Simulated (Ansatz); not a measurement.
C₂H₅NSeSi, SMILES `C[SiH2][Se]C#N`, relaxed with RKS PBE0-D4/def2-TZVP in the Gaussian-basis code of Ansatz from a PBE-D4/def2-SVP geometry. The force threshold is 0.005 eV/Å; the program also tests the step.

Total charge 0; spin multiplicity 1.

Start:

```xyz
10

C     0.945    0.952    0.018
Si   -0.576    0.269    0.876
Se   -2.001   -0.750   -0.686
C    -0.653   -1.820   -1.346
N     0.211   -2.494   -1.780
H     0.665    1.720   -0.730
H     1.485    0.134   -0.499
H     1.628    1.409    0.763
H    -1.472    1.328    1.457
H    -0.232   -0.747    1.927
```

| step | energy (eV) | largest force (eV/Å) | largest move (Å) |
| --- | --- | --- | --- |
| 1 | -76859.2636 | 1.734 | 0.000 |
| 2 | -76859.3227 | 0.144 | 0.037 |
| 3 | -76859.3250 | 0.054 | 0.021 |
| 4 | -76859.3251 | 0.019 | 0.006 |
| 5 | -76859.3252 | 0.012 | 0.014 |
| 6 | -76859.3253 | 0.002 | 0.008 |
| 7 | -76859.3253 | 0.002 | 0.007 |

End:

```xyz
10

C     0.939    0.957    0.020
Si   -0.565    0.264    0.858
Se   -1.977   -0.725   -0.694
C    -0.656   -1.821   -1.330
N     0.183   -2.504   -1.736
H     0.663    1.718   -0.712
H     1.484    0.161   -0.492
H     1.603    1.408    0.763
H    -1.450    1.300    1.447
H    -0.224   -0.758    1.875
```

It took 26 s on 4 threads of an Arm Neoverse V2 on a shared host, with 0.64 GiB of host memory at the peak.
